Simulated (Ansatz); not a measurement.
System: C4H5S, charge 0, multiplicity 2. It need not be the lowest isomer of its formula. SMILES: [C]1=CCSC1
Geometry from a B3LYP-D3(BJ)/def2-TZVP (Ansatz, a first-principles code) optimisation:
```
C
C 1 1.3105
H 1 1.0822 2 125.73
C 2 1.4654 1 124.11 3 180.00
H 4 1.0902 2 113.25 1 -117.49
H 4 1.0902 5 109.19 2 127.18
C 1 1.5110 3 120.85 2 180.00
H 7 1.0913 1 111.80 3 -60.96
H 7 1.0913 8 108.54 1 -123.78
S 7 1.8489 8 109.38 9 -119.28
```
Charge 0, spin multiplicity 2.

Property: atomisation energy (electronic, to ground-state atoms), in kJ/mol. Correlated levels leave the core frozen unless marked. Open shells are spin-unrestricted. No spin-orbit coupling. Non-relativistic. The coupled-cluster limit lacks core correlation, which all-electron functionals hold. Basis-set limits of correlation are two-point, X^-3; Hartree-Fock from the larger set. The bracket is a focal-point correction in the basis named.

| level | program | atomisation energy (kJ/mol) | minus last row |
|---|---|---|---|
| HF/6-31G* | Ansatz | 2938.9 | -1101.2 |
| HF/cc-pV(T+d)Z | Ansatz | 2952.1 | -1088.0 |
| revPBE-D3(BJ)/def2-TZVPD | Ansatz + dftd3 | 4081.9 | 41.8 |
| PBE0/6-31G* | Ansatz | 4096.1 | 56.0 |
| HSE06-D3(BJ)/def2-TZVPD | Ansatz + dftd3 | 4121.4 | 81.3 |
| LC-wPBE-D3(BJ)/def2-TZVPD | Ansatz + dftd3 | 4080.8 | 40.7 |
| wB97M-V/def2-TZVPD | Ansatz | 4059.7 | 19.6 |
| B2PLYP-D4/def2-TZVPD | Ansatz + dftd4 | 4011.2 | -28.9 |
| RI-MP2/cc-pV(T+d)Z | Ansatz | 3988.9 | -51.2 |
| RI-MP2/CBS(cc-pV(T+d)Z,cc-pV(Q+d)Z)+[CCSD(T)-MP2]/cc-pV(T+d)Z | Ansatz | 4040.1 | 0.0 |

The UHF reference is spin-contaminated (<S^2> 0.18 over the pure value in the largest basis).
